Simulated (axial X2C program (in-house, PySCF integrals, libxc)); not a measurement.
# SPrS: the levels of the configuration f(δφ)1 f(π)0

Computed with an in-house all-electron X2C program for linear molecules (integrals from PySCF): two-component X2C with atomic mean-field Coulomb and Gaunt terms, basis S dyall-v2z, Pr dyall-v2z (cores contracted in-house). Orbitals come from Hartree–Fock averaged over the configuration Pr f(δφ)1 f(π)0; CI then distributes these electrons over the f(δφ), f(π) shells of Pr.

S–Pr–S held linear, both bonds 2.343 Å (near the minimum of the configuration average).

Active spinors (ω > 0):

```
shell    ω  ε (eV)          character
f(δφ)  3/2    2.87          100% Pr f
f(δφ)  5/2    2.96          100% Pr f
f(δφ)  5/2    3.22          100% Pr f
f(δφ)  7/2    3.33          100% Pr f
 f(π)  1/2    5.09  87% Pr f, 4% Pr p
 f(π)  3/2    5.17  88% Pr f, 3% Pr p
```

Lowest levels of this model:

```
  Ω  energy (cm⁻¹)    g∥  configuration
5/2              0  4.13    100% f(δφ)1
3/2           2215  2.06    100% f(δφ)1
7/2           2575  8.00    100% f(δφ)1
5/2           4291  5.87    100% f(δφ)1
```

g∥ is the magnitude of 2⟨Lz + ge Sz⟩ for the +Ω component.

**Question.** From Ω and g∥ of the lowest level, whose 2⟨Lz + ge Sz⟩ is positive, find ⟨Sz⟩ and ⟨Lz⟩ (ge = 2.0023).

**Answer.** Ω = ⟨Lz⟩ + ⟨Sz⟩ = 5/2 and ⟨Lz⟩ + ge⟨Sz⟩ = 2.065, so ⟨Sz⟩ = -0.43 and ⟨Lz⟩ = 2.93.

Occupations of the active spinors in the lowest level by ω, shell by shell in order of energy: -7/2: 0.00; -5/2: 0.00 0.00; -3/2: 0.00 0.00; -1/2: 0.00; 1/2: 0.00; 3/2: 0.00 0.00; 5/2: 0.69 0.31; 7/2: 0.00. The leading determinant has weight 0.69 among 2.

This point took 1.7 s on 1 thread of Arm Neoverse V1 (shared host).

There is no dynamic correlation: spin–orbit spacings and, for f shells, spacings inside one term are the most reliable numbers, splittings between terms come out too wide, and energies between configurations are not reliable, so the lowest level need not be the ground state of the molecule. At most 6 roots were kept for each Ω > 0 (twice that for Ω = 0) within 3.5 eV of the lowest, so higher up levels can be missing between those listed; levels with Ω > 0 are doubly degenerate and listed once, Ω = 0 levels singly. States that fill the shells left empty in the average are placed too high. The molecule was held linear; bending was not examined.
